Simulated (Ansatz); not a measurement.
Conformers of AlH3OS2 (`[OH][Al]([SH])[SH]`), each relaxed with PBE0-D4/def2-TZVP in Ansatz. CBS adds the triple-zeta coupled-cluster correction to the MP2 limit.

Not all of them had a frequency check.

Conformer A:

Cartesian coordinates in Å:
```
O 0.248 0.187 2.034
Al 0.104 0.057 0.361
S 1.833 0.706 -0.786
S -1.731 -0.721 -0.526
H -0.424 -0.057 2.667
H 1.253 0.422 -1.964
H -1.284 -0.594 -1.787
```

Conformer B:

```xyz
7

O     0.789    0.496   -1.473
Al    0.086   -0.048   -0.039
S    -1.657    1.015    0.702
S     0.893   -1.759    1.038
H     1.555    0.105   -1.890
H    -1.622    1.869   -0.338
H    -0.043   -1.677    2.000
```

Which is lowest in electronic energy at CCSD(T)/CBS (frozen core, def2 sets), and by how much? (An estimate is asked.)

Computed: B; A lies 1.6 kJ/mol higher. Gaps under about 2 kJ/mol don't settle the order.

Give the energies relative to B (kJ/mol) with PBE-D4/def2-TZVPP, PBE0-D4/def2-TZVPP, ωB97X-V/def2-TZVPP, B2PLYP/def2-TZVPP, CCSD(T)/def2-TZVPP, SCS-MP2/def2-QZVPP, HF/CBS(def2). (Best estimate.)

Ansatz gave: 
```
             level    A
 PBE-D4/def2-TZVPP  1.8
PBE0-D4/def2-TZVPP  2.0
ωB97X-V/def2-TZVPP  2.3
 B2PLYP/def2-TZVPP  1.9
CCSD(T)/def2-TZVPP  1.8
SCS-MP2/def2-QZVPP  1.6
      HF/CBS(def2)  1.8
```
